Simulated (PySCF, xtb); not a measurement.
C3H7FOSi, SMILES [Si@@H](CC=C)(O)F.

GFN2-xTB (xtb) at its own geometry gives an orbital gap of 5.08 eV and a dipole moment of 1.74 D.

The structure is a stationary point at ωB97X-D3(BJ)/def2-SVP. The structure was generated by enumeration; whether it is a known compound was not checked. One conformer was computed; it need not be the lowest.

Question: What does PySCF with M06-2X/def2-TZVP give? (The exact figures need the calculation; the answer reports its results.)

Answer: gap 9.25 eV (levels -8.46 and 0.79 eV), dipole 1.38 D.
